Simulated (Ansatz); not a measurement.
`C=C[SiH](C)F` + H₂S → `C=C[SiH](C)S` + H–F  (ligand exchange at the Si–F bond)

Program: Ansatz. Geometries: PBE0-D4/def2-TZVP. ΔE: electronic, gas phase. CBS: MP2 limit from def2 TZ/QZ plus the TZ coupled-cluster correction, frozen cores. This one scheme is used for every species. DFT in def2-TZVPP. HSE06 is defined as in plane-wave codes. Each species was taken in one conformer, which may not be the lowest.

```
  level  ΔE (kJ/mol)
 B2PLYP         86.3
   BLYP         92.3
r2SCANh         80.2
  HSE06         72.5
```

What does CCSD(T)/CBS give? (An estimate is asked.)

Computed: +75.5 kJ/mol. The listed levels differ from it by 10.8, 16.8, 4.7, -3.0 kJ/mol.

Largest T1 diagnostic among the species: 0.011.

Leaving LDA and LC-ωPBE aside and taking each functional with its dispersion term where it has one, the values, not all of them listed here, spread over 28.6 kJ/mol, from revPBE-D4 to CAM-B3LYP-D4. The D4 term adds −10.2 kJ/mol with B3LYP and −5.7 kJ/mol with PBE0; it sums over pairs of atoms, weighted by their polarisabilities, and B3LYP, whose exchange is more repulsive, gets the larger term. From BLYP to BHLYP (50 % exact exchange), in def2-TZVPP and without D4, ΔE moves by +3.2 kJ/mol.

CCSD(T)/CBS has its own doubt, a few kJ/mol and more with outer-core shells, so smaller differences from it don't rank the levels.

B3LYP here is the variant with VWN-RPA as its local correlation; programs differ in this.
